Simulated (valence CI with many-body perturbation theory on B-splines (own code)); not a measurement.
Level structure of La⁵¹⁺

Method: relativistic CI+MBPT: four valence electrons over a frozen Dirac-Fock core [He], radial functions for each j: 11 s, 11 p, 9 d, 7 f, 5 g, 2 h, 1 i, with the one-electron correlation potential Σ1 (screened to all orders), the two-electron term Σ2, the three-electron term Σ3, Breit, model QED; selected single and double excitations, second order for the rest (own B-spline code, finite nucleus).

No measured spectrum was set against this ion. As an estimate, large intervals hold to a few tenths of a per cent, small ones and those within an open d or f shell to about a per cent. Among the levels kept, up to 270 cm⁻¹ of a level comes from second order outside the variational space, and about a tenth of that is noise between levels of different J, which matters for small intervals.

Levels 46 to 90 of 116, with energies above the lowest level, (2s^2 2p1/2^2) J=0. "Leading %" is the weight of the configuration and term that name the level; weights of strongly mixed levels are sums over their largest components and can fall short. In the jj column 3d3/2^4 stands for four electrons in 3d with j = 3/2. Lifetimes count E1, E2, E3, M1 and M2 decay at the calculated energies, and are blank where another channel may lead or the interval is too uncertain; long ones can be off by a factor of two.

| No. | Configuration | Term | J | E (Ry) | Leading % | Second component | Leading jj | Lifetime |
| --- | --- | --- | --- | --- | --- | --- | --- | --- |
| 46 | 2s2p²3s | ³P | 1 | 462.88 | 67 | 19 % 2s2p²3s ⁵P | 2s 2p1/2 2p3/2 3s (96 %) | 11.4 fs |
| 47 | 2s2p²3s | ³D | 3 | 463.49 | 53 | 37 % 2s2p²3s ⁵P | 2s 2p1/2 2p3/2 3s (89 %) | 24.5 fs |
| 48 | 2s2p²3s | ³P | 2 | 464.98 | 40 | 34 % 2s2p²3s ³D | 2s 2p1/2 2p3/2 3s (93 %) | 12.0 fs |
| 49 | 2s²2p3p | ¹P | 1 | 465.90 | 46 | 37 % 2s²2p3p ³S | 2s^2 2p3/2 3p3/2 (88 %) | 134 fs |
| 50 | 2s2p²3p | ⁵P° | 1 | 465.98 | 39 | 31 % 2s2p²3p ⁵D° | 2s 2p1/2 2p3/2 3p1/2 (99 %) | 17.3 fs |
| 51 | 2s²2p3p | ³D | 3 | 466.40 | 88 | 5 % 2s2p²3s ⁵P | 2s^2 2p3/2 3p3/2 (88 %) | 107 fs |
| 52 | 2s2p²3p | ⁵D° | 2 | 466.64 | 47 | 19 % 2s2p²3p ³D° | 2s 2p1/2 2p3/2 3p1/2 (99 %) | 8.57 fs |
| 53 | 2s2p²3s | ³P | 0 | 467.59 | 73 | 19 % 2s²2p3p ¹S | 2s 2p1/2 2p3/2 3s (73 %) | 13.1 fs |
| 54 | 2s²2p3p | ³P | 2 | 467.60 | 45 | 22 % 2s²2p3p ¹D | 2s^2 2p3/2 3p3/2 (68 %) | 64.8 fs |
| 55 | 2s2p²3s | ³D | 1 | 468.23 | 57 | 28 % 2s2p²3s ³P | 2s 2p1/2 2p3/2 3s (97 %) | 13.9 fs |
| 56 | 2s2p²3s | ³P | 1 | 468.48 | 42 | 27 % 2s2p²3s ¹P | 2s 2p1/2 2p3/2 3s (91 %) | 14.9 fs |
| 57 | 2s2p²3p | ³D° | 3 | 468.52 | 32 | 25 % 2s2p²3p ³F° | 2s 2p1/2 2p3/2 3p1/2 (96 %) | 4.73 fs |
| 58 | 2s2p²3s | ³D | 2 | 468.87 | 26 | 25 % 2s2p²3s ³P | 2s 2p1/2 2p3/2 3s (74 %) | 23.8 fs |
| 59 | 2s²2p3p | ¹S | 0 | 469.73 | 49 | 25 % 2s2p²3s ³P | 2s^2 2p3/2 3p3/2 (73 %) | 35.6 fs |
| 60 | 2s2p²3p | ³P° | 2 | 470.36 | 38 | 17 % 2s2p²3p ⁵S° | 2s 2p1/2 2p3/2 3p1/2 (92 %) | 6.25 fs |
| 61 | 2s²2p3d | ³D° | 2 | 471.05 | 40 | 26 % 2s²2p3d ¹D° | 2s^2 2p3/2 3d3/2 (84 %) | 2.17 fs |
| 62 | 2s²2p3d | ³P° | 1 | 471.55 | 46 | 27 % 2s²2p3d ³D° | 2s^2 2p3/2 3d3/2 (77 %) | 1.50 fs |
| 63 | 2s²2p3d | ³P° | 0 | 471.62 | 70 | 14 % 2s2p²3p ³P° | 2s^2 2p3/2 3d3/2 (70 %) | 1.74 fs |
| 64 | 2s²2p3d | ³F° | 3 | 471.64 | 50 | 25 % 2s²2p3d ¹F° | 2s^2 2p3/2 3d3/2 (90 %) | 2.59 fs |
| 65 | 2s2p²3p | ³F° | 2 | 472.58 | 45 | 22 % 2s2p²3p ¹D° | 2s 2p1/2 2p3/2 3p1/2 (93 %) | 49.0 fs |
| 66 | 2s2p²3p | ³D° | 1 | 472.62 | 47 | 12 % 2s²2p3d ³P° | 2s 2p1/2 2p3/2 3p1/2 (76 %) | 22.1 fs |
| 67 | 2s2p²3p | ³P° | 0 | 472.64 | 29 | 28 % 2s²2p3d ³P° | 2s 2p1/2 2p3/2 3p1/2 (69 %) | 78.0 fs |
| 68 | 2s²2p3d | ³F° | 4 | 473.05 | 97 |  | 2s^2 2p3/2 3d5/2 (97 %) | 26.2 ps |
| 69 | 2s²2p3d | ³P° | 2 | 473.80 | 47 | 34 % 2s²2p3d ¹D° | 2s^2 2p3/2 3d5/2 (94 %) | 2.40 fs |
| 70 | 2s²2p3d | ³D° | 3 | 474.79 | 53 | 42 % 2s²2p3d ¹F° | 2s^2 2p3/2 3d5/2 (89 %) | 1.16 fs |
| 71 | 2s2p²3p | ³D° | 1 | 474.88 | 32 | 27 % 2s2p²3p ¹P° | 2s 2p1/2 2p3/2 3p1/2 (97 %) | 9.94 fs |
| 72 | 2s²2p3d | ¹P° | 1 | 475.39 | 62 | 22 % 2s²2p3d ³P° | 2s^2 2p3/2 3d5/2 (95 %) | 1.74 fs |
| 73 | 2s2p²3p | ⁵D° | 3 | 475.61 | 49 | 32 % 2s2p²3p ⁵P° | 2s 2p1/2 2p3/2 3p3/2 (96 %) | 25.1 fs |
| 74 | 2s2p²3p | ⁵P° | 1 | 476.14 | 28 | 22 % 2s2p²3p ³D° | 2s 2p1/2 2p3/2 3p3/2 (95 %) | 7.78 fs |
| 75 | 2s2p²3p | ³D° | 2 | 476.94 | 46 | 18 % 2s2p²3p ⁵S° | 2s 2p1/2 2p3/2 3p3/2 (98 %) | 8.05 fs |
| 76 | 2s2p²3p | ³P° | 0 | 477.78 | 83 | 12 % 2s2p²3p ⁵D° | 2s 2p1/2 2p3/2 3p3/2 (98 %) | 4.74 fs |
| 77 | 2s2p²3p | ³F° | 4 | 478.06 | 57 | 42 % 2s2p²3p ⁵D° | 2s 2p1/2 2p3/2 3p3/2 (98 %) | 1.58 ps |
| 78 | 2s2p²3p | ³P° | 2 | 478.46 | 48 | 21 % 2s2p²3p ¹D° | 2s 2p1/2 2p3/2 3p3/2 (93 %) | 8.11 fs |
| 79 | 2s2p²3p | ¹P° | 1 | 479.07 | 37 | 17 % 2s2p²3p ³P° | 2s 2p1/2 2p3/2 3p3/2 (90 %) | 4.91 fs |
| 80 | 2s2p²3p | ³D° | 3 | 479.49 | 50 | 26 % 2s2p²3p ¹F° | 2s 2p1/2 2p3/2 3p3/2 (98 %) | 8.41 fs |
| 81 | 2s2p²3d | ⁵F | 2 | 480.08 | 45 | 17 % 2s2p²3d ³P | 2s 2p1/2 2p3/2 3d3/2 (99 %) | 5.78 fs |
| 82 | 2s2p²3d | ⁵D | 1 | 480.18 | 51 | 21 % 2s2p²3d ⁵F | 2s 2p1/2 2p3/2 3d3/2 (99 %) | 7.50 fs |
| 83 | 2s2p²3d | ⁵D | 0 | 480.21 | 84 | 15 % 2s2p²3d ³P | 2s 2p1/2 2p3/2 3d3/2 (99 %) | 30.6 fs |
| 84 | 2s2p²3d | ⁵F | 3 | 480.63 | 56 | 12 % 2s2p²3d ³F | 2s 2p1/2 2p3/2 3d3/2 (92 %) | 6.09 fs |
| 85 | 2s2p²3p | ³D° | 2 | 481.49 | 25 | 18 % 2s2p²3p ³P° | 2s 2p1/2 2p3/2 3p3/2 (66 %) | 21.4 fs |
| 86 | 2s2p²3d | ⁵F | 4 | 482.17 | 61 | 18 % 2s2p²3d ⁵D | 2s 2p1/2 2p3/2 3d5/2 (74 %) | 114 fs |
| 87 | 2s2p²3p | ³D° | 3 | 482.44 | 42 | 37 % 2s2p²3p ³F° | 2s 2p1/2 2p3/2 3p3/2 (99 %) | 12.6 fs |
| 88 | 2s2p²3p | ³P° | 1 | 482.57 | 20 | 18 % 2s2p²3p ³S° | 2s 2p1/2 2p3/2 3p3/2 (63 %) | 13.5 fs |
| 89 | 2s2p²3d | ³F | 4 | 482.75 | 41 | 33 % 2s2p²3d ⁵D | 2s 2p1/2 2p3/2 3d3/2 (65 %) | 237 fs |
| 90 | 2s2p²3d | ³F | 3 | 483.01 | 29 | 23 % 2s2p²3d ⁵P | 2s 2p1/2 2p3/2 3d3/2 (81 %) | 2.22 fs |
